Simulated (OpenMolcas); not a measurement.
A calculation on O+.

```yaml
Program: OpenMolcas
Method: CASSCF
Basis: ANO-RCC-VQZP [5s4p3d2f1g]
Scalar_Hamiltonian: DKH2, point nucleus
Active_space: 3 electrons in 3 orbitals (2p)
State_averaging: 2S+1 = 4 odd, 1 root; 2S+1 = 2 odd, 8 roots
Spin-orbit_coupling: state interaction with AMFI integrals over the reference wave functions, term energies averaged over their components
```

Q: Which level of the active space comes out lowest?

A: 2s² 2p³ ⁴S°_3/2, with 100 % of that term; it is also the measured ground level.

Q: How high does 2s² 2p³ ²D°_3/2 lie?

A: 3.7926 eV above the lowest level; measured 3.3266 eV above the ground level, so the calculation is off by +14 %.

Q: How high does 2s² 2p³ ²D°_5/2 lie?

A: 3.7928 eV above the lowest level; measured 3.3241 eV above the ground level, so the calculation is off by +14 %.

Q: How high does 2s² 2p³ ²P°_3/2 lie?

A: 6.2805 eV above the lowest level; measured 5.0174 eV above the ground level, so the calculation is off by +25 %.

Measured values: NIST Handbook of Basic Atomic Spectroscopic Data.

Without dynamic correlation excited terms often stand tens of per cent too high (terms of higher spin than the ground term too low), and those without a measured partner can miss by more than the paired ones. With the s shell closed, the reference lacks s² → p² mixing. Computed and measured levels are paired by configuration, term and J; levels that our copy of the source lacks, or whose pairing is in doubt (as where it misses far off the trend of its configuration), stay unpaired and out of the deviations. Only configurations of the active space appear.

° marks odd parity.
